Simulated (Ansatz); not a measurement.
Input for Ansatz (a first-principles code): R-B97M-V/def2-TZVPP on H2Mg (SMILES [MgH2]).

Ansatz 0.2 input:
```yaml
crystal:
  periodic: [false, false, false]
  atoms:
    - {symbol: H, position_ang: [-0.00000000, -0.00000000, -1.69956378]}
    - {symbol: Mg, position_ang: [0.00000000, 0.00000000, 0.00000000]}
    - {symbol: H, position_ang: [-0.00000000, -0.00000000, 1.69956378]}
basis:
  gaussian:
    orbitals: def2-TZVPP
hamiltonian:
  xc: {name: B97M-V}
scf: {lower_state_search: off}
```

Program output:

```
WARN ansatz: RAYON_NUM_THREADS=1 ignored (pool sized by the plan → 1); use --threads N
Functional definition: B97M-V
these checks for a lower state are left out or cut short: stability, starts, cluster_reference, orbital_swaps, neighbouring_geometries, increment
integrals: 0.02 GiB planned
406 factors; their error is unknown
mean field: 0.14 GiB planned
mean field evaluation 1: about -5473.8104 eV, gradient 1.4e1 eV
mean field evaluation 2: about -5474.5510 eV, gradient 9.9e0 eV
mean field evaluation 4: about -5475.0418 eV, gradient 1.6e-1 eV
mean field evaluation 8: about -5475.0379 eV, gradient 9.3e-3 eV
mean field -5475.03787587 eV, -201.2039308241 hartree, gradient 3.1e-7 eV, S^2 0.000000; 0 other end points of the search recorded, 0 dependent functions left out
reference -5475.03794164 eV, -201.2039332413 hartree; 7, 7 occupied and 53, 53 virtual orbitals, 406 factors
Total energy: -5475.03794164 eV, -201.2039332413 hartree
Checks for a lower state left out: stability, starts, cluster_reference, orbital_swaps, neighbouring_geometries, increment
```

Self-consistency was reached.

Cost: about 0.4 core-seconds (a rough figure).
